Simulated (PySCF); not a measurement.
[Mn(NCS)(CN)5]2- holds Mn(IV), d3, at total charge -2. The structure is a PBE0-D3(BJ)/def2-SVP, IEF-PCM water geometry optimised for multiplicity 4; coordination octahedral, point group C4v, metal–donor distances 1.88–1.99 Å.

The d shell alone is too small an active space for [Mn(NCS)(CN)5]2- (an active orbital has only 0.57 squared overlap with the free ion's shell): its levels, fitted parameters, g values and moments show what this model gives and aren't sound predictions.

```
14

Mn    0.0000    0.0000    0.0000
N     0.0000    0.0000    1.8841
C     0.0000    0.0000    3.0701
S     0.0000    0.0000    4.6682
C     0.0000    0.0000   -1.9667
N     0.0000    0.0000   -3.1306
C     1.9889    0.0000   -0.1044
N     3.1528    0.0000   -0.1371
C    -1.9889    0.0000   -0.1044
N    -3.1528    0.0000   -0.1371
C     0.0000    1.9889   -0.1044
N     0.0000    3.1528   -0.1371
C     0.0000   -1.9889   -0.1044
N     0.0000   -3.1528   -0.1371
```

Method (PySCF 2.14, density fitting): CASSCF(3,5) with orbitals averaged over all microstates of the shell, strongly contracted NEVPT2 on the averaged canonical orbitals; basis x2c-TZVPall on the metal, x2c-SVPall elsewhere; spin-free X2C; IEF-PCM water; spin-orbit coupling by state interaction with the mean-field operator over all roots.

Q: Which term lies lowest, and with what spin?

A: 4B1 (from 4A2g) (S = 3/2, orbital degeneracy 1), with 3.0 electrons in the lower (t2g-type) set and 0.0 in the upper (eg-type) set, by NEVPT2.

Q: List the excited states of the same spin.

A: By NEVPT2: 4E (from 4T2g) at 40620 cm⁻¹ (246 nm); 4B2 (from 4T2g) at 45458 cm⁻¹ (220 nm); 4E (from 4T1g) at 49026 cm⁻¹ (204 nm); 4A2 (from 4T1g) at 50664 cm⁻¹; 4A2 (from 4T1g) at 82891 cm⁻¹; 4E (from 4T1g) at 85981 cm⁻¹. The strongest, at 40620 cm⁻¹, has f = 3.1e-03.

Q: Which is the lowest state of another spin?

A: 2A1 (from 2Eg) at 17736 cm⁻¹ by NEVPT2; CASSCF alone puts it at 19817 cm⁻¹ above the same ground state.

Q: What ligand-field parameters describe the result?

A: At CASSCF level (the NEVPT2 levels don't fit a ligand-field model well): orbital energies 0, 1411, 1411, 30686, 32136 cm⁻¹; 10Dq = 30470 cm⁻¹ (difference of the means of the two sets); B = 870 cm⁻¹; C = 3751 cm⁻¹; B over its free-ion value at the same level 0.654; the fit misses the states by 1514 cm⁻¹ rms, so splittings below that are unsure; ζ = 322 cm⁻¹ (free ion 412).

Q: What magnetic behaviour follows?

A: The ground multiplet follows a spin Hamiltonian with S = 3/2, g = 1.988, 1.988, 1.990, D = 0.12 cm⁻¹, E/|D| = 0.00 (spin-orbit part alone); the lowest levels hold 100 % of the spin-free ground state. μeff is 3.86 μB at 300 K and 3.85 μB at 10 K; the spin-only value is 3.88 μB.

Charge-transfer states lie outside this active space and may come lower than some of these levels. NEVPT2 lifts 4B2 (from 4T2g) from 32478 to 45458 cm⁻¹; on the d shell alone it tends to overshoot states that fill the eg-type orbitals. NEVPT2 on the d shell alone tends to put d–d bands too high for such charged or covalently bound ions.

The job took 81 s on one thread of Arm Neoverse N1 (shared host), with 234 basis functions and a peak of 1.2 GiB, launched as `OMP_NUM_THREADS=1 python lf_run.py task.json out`.
